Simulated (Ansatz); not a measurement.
Reaction (ligand exchange at the Si–O bond): `CO[SiH](F)O[SiH3]` + CH₃NH₂ → `CN[SiH](F)OC` + `O[SiH3]`

Gas-phase electronic energies from Ansatz, PBE0-D4/def2-TZVP geometries. CCSD(T)/CBS adds triple-zeta CCSD(T) − MP2 to the extrapolated MP2 energy (def2 sets, frozen cores). DFT in def2-TZVPP. B3LYP here is the variant with VWN-RPA as its local correlation; programs differ in this. One conformer a species, not always the lowest.

`CO[SiH](F)O[SiH3]`:

```xyz
13

C    -0.408   -1.752   -1.615
O    -0.380   -0.672   -0.706
Si    0.403   -0.654    0.713
F     1.943   -0.974    0.469
O     0.252    0.818    1.343
Si   -0.045    2.398    1.001
H    -0.783   -2.666   -1.140
H    -1.078   -1.488   -2.433
H     0.587   -1.949   -2.023
H    -0.095   -1.672    1.653
H     0.313    3.190    2.202
H    -1.484    2.583    0.689
H     0.776    2.839   -0.154
```

CH₃NH₂:

Z-matrix (Å, degrees):
```
C
N 1 1.453
H 1 1.092 2 109.4
H 1 1.100 2 115.4 3 -121.6
H 1 1.092 2 109.4 3 116.8
H 2 1.012 1 110.6 3 62.6
H 2 1.012 1 110.6 3 -179.3
```

`CN[SiH](F)OC`:

```xyz
14

C     0.000   -1.838    0.569
N     0.801   -0.959   -0.255
Si    1.156    0.661    0.097
F     1.934    1.185   -1.197
O    -0.196    1.513    0.395
C    -1.350    1.525   -0.417
H    -0.563   -1.248    1.296
H    -0.730   -2.394   -0.028
H     0.602   -2.561    1.131
H     1.325   -1.421   -0.979
H     2.011    0.930    1.268
H    -1.278    2.316   -1.169
H    -2.216    1.724    0.217
H    -1.497    0.568   -0.927
```

`O[SiH3]`:

Cartesian coordinates in Å:
```
O -1.067 0.392 0.591
Si 0.382 0.023 -0.101
H -1.807 -0.191 0.419
H 0.880 -1.308 0.343
H 1.321 1.081 0.334
H 0.292 0.004 -1.587
```

**Question.** Is it downhill or uphill in electronic energy at CCSD(T)/CBS, and by how much? (Estimate.)

**Answer.** The calculation gave: Uphill: ΔE = +64.1 kJ/mol.

**Question.** What do these levels give: r2SCAN-D4, PBE0-D4, B3LYP-D4, B2PLYP, PBE, PBE0, B3LYP, MP2/def2-TZVPP, SCS-MP2/def2-TZVPP, CCSD/def2-TZVPP, CCSD(T)/def2-TZVPP, MP2/def2-QZVPP? (Best estimate.)

**Answer.** Computed: r2SCAN-D4 62.5, PBE0-D4 58.7, B3LYP-D4 64.0, B2PLYP 65.8, PBE 56.3, PBE0 59.9, B3LYP 66.2, MP2/def2-TZVPP 62.3, SCS-MP2/def2-TZVPP 65.9, CCSD/def2-TZVPP 66.5, CCSD(T)/def2-TZVPP 64.2, MP2/def2-QZVPP 63.0 kJ/mol.

Largest T1 diagnostic among the species: 0.011.

In def2-TZVPP, CCSD(T) changes the Hartree–Fock value by −15.8 kJ/mol (the triples alone add −2.3 kJ/mol) and MP2 by −17.7 kJ/mol. From PBE to PBE0 (25 % exact exchange), in def2-TZVPP and without D4, ΔE moves by +3.6 kJ/mol.
